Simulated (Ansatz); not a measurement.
The lowest singlet and triplet of C2H4 (SMILES C=C); geometries from B3LYP-D3(BJ)/def2-TZVP, each state relaxed from the structure named, with no frequency check.
Singlet (charge 0, multiplicity 1):
| atom | x (Å) | y (Å) | z (Å) |
|---|---|---|---|
| C | -0.6620 | -0.0050 | -0.0185 |
| C | 0.6620 | 0.0050 | 0.0185 |
| H | -1.2392 | 0.9118 | -0.0078 |
| H | -1.2238 | -0.9303 | -0.0610 |
| H | 1.2392 | -0.9118 | 0.0078 |
| H | 1.2238 | 0.9303 | 0.0610 |

```
level                                   gap E(singlet) − E(triplet), vertical, at the singlet's geometry (kcal/mol)  cost
--------------------------------------  ---------------------------------------------------------------------------  ----
U-PBE/def2-TZVPP                                                                                            -105.27    ×1
R-r2SCAN/def2-TZVPP                                                                                          -97.33    ×2
U-r2SCAN/def2-TZVPP                                                                                          -97.33    ×2
U-B3LYP/def2-TZVPP                                                                                          -104.11    ×1
R-wB97X-V/def2-TZVPP                                                                                        -106.30    ×3
U-wB97X-V/def2-TZVPP                                                                                        -106.30    ×4
R-wB97M-V/def2-TZVPP                                                                                        -107.03    ×4
U-MP2/cc-pVDZ                                                                                               -108.79     -
U-SCS-MP2/cc-pVDZ                                                                                           -109.28     -
R-SCS-MP2/cc-pVTZ                                                                                           -109.86     -
R-CCSD/cc-pVDZ                                                                                              -105.07     -
U-CCSD/cc-pVDZ                                                                                              -105.07     -
R-CCSD(T)/cc-pVDZ                                                                                           -107.74    ×2
U-CCSD(T)/cc-pVDZ                                                                                           -107.74    ×2
R-CCSDT/cc-pVDZ                                                                                             -107.69     -
SA-CASSCF(2,2)/cc-pVDZ                                                                                      -101.76     -
SA-CASSCF(2,2)/cc-pVTZ                                                                                      -100.88     -
SC-NEVPT2 on SA-CASSCF(2,2)/cc-pVDZ                                                                         -111.12     -
SC-NEVPT2 on SA-CASSCF(2,2)/cc-pVTZ                                                                         -110.31     -
FIC-MRCISD+Q on SA-CASSCF(2,2)/cc-pVTZ                                                                      -105.94     -
```

The rows run from -111.12 (SC-NEVPT2 on SA-CASSCF(2,2)/cc-pVDZ) to -97.33 kcal/mol (U-r2SCAN/def2-TZVPP). The 3 R-functionals in def2-TZVPP without D3 or D4 span 9.69, from R-wB97M-V to R-r2SCAN.

A positive gap puts the triplet lower; no zero-point energy. R- takes a restricted singlet. U- takes an unrestricted singlet (broken symmetry where lower, unprojected). The triplet is unrestricted in single-reference levels. Active spaces average the two states.

Correlated levels freeze the cores.

The values were computed with Ansatz (Gaussian basis) for Hartree–Fock, density functionals and correlated methods. Each number belongs to the level named beside it.

Costs are rough ratios of core time to R-PBE/def2-TZVPP (about 1.5 s over the structures, on one shared machine); a dash marks a level with no comparable run of its own.

Ansatz is a program for electronic structure.
